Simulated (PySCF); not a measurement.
Stepwise substitution at one centre (Sn Cl-C2H5). Gas-phase values, no solvent. One relaxed conformer stands for each flexible species; it need not be the lowest. Strings in code marks are SMILES.

The numbers are results of ωB97X-D3(BJ)/def2-TZVP // PBE0-D3(BJ)/def2-SVP (PySCF), not measurements. Excitations are Tamm–Dancoff values on a coarser integration grid. The basis has no diffuse functions, so Rydberg states are missing or too high.

```json
[
 {"species": "0 of 4 Cl replaced by C2H5 (`[Cl][Sn]([Cl])([Cl])[Cl]`)", "S1 oscillator strength": "0.000", "S1 excitation (TDA) (eV)": "5.67", "T1 excitation (TDA) (eV)": "–", "HOMO–LUMO gap (eV)": "10.87"},
 {"species": "1 of 4 Cl replaced by C2H5 (`C[CH2][Sn]([Cl])([Cl])[Cl]`)", "S1 oscillator strength": "0.000", "S1 excitation (TDA) (eV)": "6.25", "T1 excitation (TDA) (eV)": "?", "HOMO–LUMO gap (eV)": "10.92"},
 {"species": "2 of 4 Cl replaced by C2H5 (`C[CH2][Sn]([Cl])([Cl])[CH2]C` (C–C–Sn–Cl torsion 56°, Cl–Sn–C–C torsion -56°))", "S1 oscillator strength": "0.129", "S1 excitation (TDA) (eV)": "6.72", "T1 excitation (TDA) (eV)": "?", "HOMO–LUMO gap (eV)": "11.42"},
 {"species": "4 of 4 Cl replaced by C2H5 (`C[CH2][Sn]([CH2]C)([CH2]C)[CH2]C`)", "S1 oscillator strength": "0.116", "S1 excitation (TDA) (eV)": "7.23", "T1 excitation (TDA) (eV)": "?", "HOMO–LUMO gap (eV)": "11.74"}
]
```

Question: Some entries are withheld; supply them.

Answer: 
- 1 of 4 Cl replaced by C2H5 (`C[CH2][Sn]([Cl])([Cl])[Cl]`), T1 excitation (TDA) (eV): 5.21
- 2 of 4 Cl replaced by C2H5 (`C[CH2][Sn]([Cl])([Cl])[CH2]C` (C–C–Sn–Cl torsion 56°, Cl–Sn–C–C torsion -56°)), T1 excitation (TDA) (eV): 5.64
- 4 of 4 Cl replaced by C2H5 (`C[CH2][Sn]([CH2]C)([CH2]C)[CH2]C`), T1 excitation (TDA) (eV): 6.56
